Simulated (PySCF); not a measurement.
# Static response to an electric field

Species: C6H10S.
SMILES with atom numbers: `[CH2:1]=[CH:2][CH2:3][C:4](=[CH2:5])[S:6][CH3:7]` (hydrogens: H8, H9 on C1; H10 on C2; H11, H12 on C3; H13, H14 on C5; H15, H16, H17 on C7)

Geometry (GFN2-xTB, Å), atoms numbered from 1 in this order:
```
atom  x, y, z in Å
C1     2.3873    1.3244    1.0303
C2     1.8689    0.1497    0.7294
C3     1.3122   -0.2093   -0.6170
C4    -0.1657   -0.4706   -0.4995
C5    -0.6845   -1.6800   -0.3451
S6    -1.0921    1.0337   -0.5436
C7    -2.7939    0.4995   -0.2175
H8     2.7662    1.5448    2.0137
H9     2.4550    2.1158    0.3021
H10    1.7977   -0.6312    1.4753
H11    1.4860    0.6098   -1.3168
H12    1.8063   -1.1105   -0.9885
H13   -0.0439   -2.5455   -0.3284
H14   -1.7367   -1.8704   -0.2385
H15   -3.1401   -0.1453   -1.0199
H16   -2.8389   -0.0083    0.7415
H17   -3.3907    1.4055   -0.1874
```

Level: PBE0/def2-SVPD (PySCF), static field, nuclei fixed, core orbitals frozen in the response. The polarisability tensor in these axes (au):

```
x   105.59   6.12   5.82
y     6.12 105.02   3.01
z     5.82   3.01  74.09
```

Problem. Diagonalise the tensor; give its mean and Δα, where Δα² is half the sum of the squared differences of the eigenvalues.

Solution. Principal values 72.94, 99.29 and 112.47 au; mean 94.90 au = 14.06 Å³ = 15.65 × 10⁻⁴⁰ C²·m²/J; Δα = 34.86 au (37 % of the mean).

Problem. What is the dipole moment, and where does it point?

Solution. (-0.78, -0.75, 0.24) D, 1.11 D in size, pointing from the negative to the positive side. Measured along this direction, the outermost atoms are H9 at the negative end and H14 at the positive end.

Problem. Find the Langevin capture rate constant for H3O+ (19.018 u) meeting this molecule (114.050 u), k = 2.342 × 10⁻⁹ cm³/s × √(α in Å³ / reduced mass in u).

Solution. The reduced mass is 16.30 u, so k = 2.18 × 10⁻⁹ cm³/s. The formula leaves out the permanent dipole, which adds to the capture rate.

Problem. What molar refraction does this α imply?

Solution. Lorentz–Lorenz: R = (4π/3)N_A α = 2.5225 cm³/(mol·Å³) × 14.06 Å³ = 35.5 cm³/mol, in the limit of long wavelengths.

Problem. What are the principal values of the traceless quadrupole moment, Θ = ½Σq(3rr − r²1), about the centre of nuclear charge?

Solution. -4.76, -0.86, 5.62 D·Å. The values depend on the origin, since the dipole doesn't vanish. The electronic extent ⟨r²⟩ about the same centre is 1122 bohr², a root-mean-square distance of 2.25 Å for the 62 electrons.

Problem. Orientational against electronic polarisability at 350 K (dilute gas, rigid molecules)?

Solution. In Gaussian units μ²/3kT = 8.44 Å³ against 14.06 Å³, a ratio of 0.60; the Debye molar polarisation (4π/3)N_A(α + μ²/3kT) is 56.8 cm³/mol, leaving out the vibrational part.

Isolated species at its GFN2-xTB geometry (one conformer only).
